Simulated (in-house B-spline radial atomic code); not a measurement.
Settings and results of a run for Pb⁸⁺ (an excited or competing configuration). Level of theory: Dirac-Hartree-Fock, average of configuration, Fermi nucleus of rms radius 5.5012 fm; calculated with an all-electron radial atomic-structure program (B-spline basis).

Command:
```bash
python run_scf.py task.json out
```
Settings (nuclear radius in fm, mass in u):
```
Z                82
configuration    [Xe] 4f14 5d5 9g1
hamiltonian      dirac
method           hf
spin_polarised   False
nucleus          fermi
rms_radius       5.5012
atomic_mass      207.97665
speed_of_light   137.035999084
```

Output (hartree, bohr):
```
 radial grid: 73 intervals, B-splines of order 8, outer radius 42.4138 bohr

 iter        energy (Eh)    residual
    1      -20883.340370    1.04e+00
    2      -20890.674642    2.52e-01
    3      -20891.841117    6.13e-02
    4      -20891.889545    2.22e-02
    5      -20891.895208    4.42e-03
    6      -20891.895514    2.49e-03
    7      -20891.895586    8.94e-05
    8      -20891.895586    9.80e-06
    9      -20891.895586    1.24e-06
   10      -20891.895586    5.97e-08

 total energy                    -20891.89559
 kinetic                           24287.5185
 electron-nucleus                 -52480.4094
 electron-electron                  7300.9954

 first-order corrections (not in the total)
   Gaunt                            27.6878
   retardation                      -2.9353
   frequency dependence             -0.5636
   self-energy                      20.9724
   Uehling                          -4.4519
   Wichmann-Kroll                    0.2049
   recoil                            0.0329

 orbital      occ     eigenvalue          <r>       <r^2>       <1/r>     <1/r^2>     <1/r^3>       r_max    small
 1s1/2      2.000     -3261.1936    0.0160541 0.000357428     101.241     25921.7           -    0.009847  9.78e-02
 2s1/2      2.000      -593.1886    0.0668812  0.00536118     25.0508     3761.08           -     0.05735  2.26e-02
 2p1/2      2.000      -568.7948    0.0549491  0.00378459     24.9608     1183.32           -     0.04204  2.26e-02
 2p3/2      4.000      -488.2056    0.0638271  0.00496246     19.9552     545.002     23337.5     0.04972  1.99e-02
 3s1/2      2.000      -149.0087     0.173667   0.0346544     9.20033     867.178           -      0.1612  7.62e-03
 3p1/2      2.000      -138.0638      0.16438   0.0315737     9.09793     279.517           -      0.1504  7.55e-03
 3p3/2      4.000      -119.8488     0.180485   0.0378548     7.79476     131.056     5536.04      0.1658  6.77e-03
 3d3/2      4.000      -102.0709     0.157078   0.0289721     7.67436     73.9353     965.986       0.129  6.63e-03
 3d5/2      6.000       -98.2298      0.16197   0.0306773      7.3837      67.244     789.918      0.1332  6.42e-03
 4s1/2      2.000       -39.1888     0.383811    0.166301     3.88984     222.279           -      0.3627  2.60e-03
 4p1/2      2.000       -34.4143       0.3854    0.169011     3.77857     70.6941           -      0.3607  2.50e-03
 4p3/2      4.000       -29.8956     0.418023    0.198544     3.34835     33.7777     1360.53      0.3911  2.23e-03
 4d3/2      4.000       -22.1052     0.423344    0.206913      3.1452     17.9422     216.111      0.3831  2.02e-03
 4d5/2      6.000       -21.2518     0.434088     0.21731     3.04445     16.3128     172.877      0.3926  1.94e-03
 5s1/2      2.000       -11.0899     0.844391    0.795393     1.62539     47.9328           -      0.7881  7.02e-04
 5p1/2      2.000        -9.2960     0.890171    0.887309     1.52413     14.5256           -      0.8222  6.35e-04
 5p3/2      4.000        -8.3748     0.961064     1.03267     1.38002     7.11008     264.552      0.8891  5.58e-04
 4f5/2      6.000       -11.1205     0.445674    0.236238     2.71103     9.04822     38.1044      0.3483  1.58e-03
 4f7/2      8.000       -10.9284     0.451607    0.242448     2.67262      8.7734     36.1469      0.3528  1.55e-03
 5d3/2      2.000        -5.8506      1.10421     1.37438     1.17921     3.28584     34.1062      0.9962  4.27e-04
 5d5/2      3.000        -5.7220      1.12992     1.43793     1.14714     3.00221       27.13       1.021  4.09e-04
 9g7/2      0.444        -0.5122      12.0052     163.284    0.119545   0.0325988   0.0199524       13.89  1.56e-05
 9g9/2      0.556        -0.5123      12.0018     163.191    0.119573   0.0326148   0.0199634       13.88  1.56e-05
```

Time taken, with all properties: 1.8 s on 1 thread of Arm Neoverse V2, on a shared host.

For the Dirac Hamiltonian the kinetic term is c α·p + (β - 1)c².
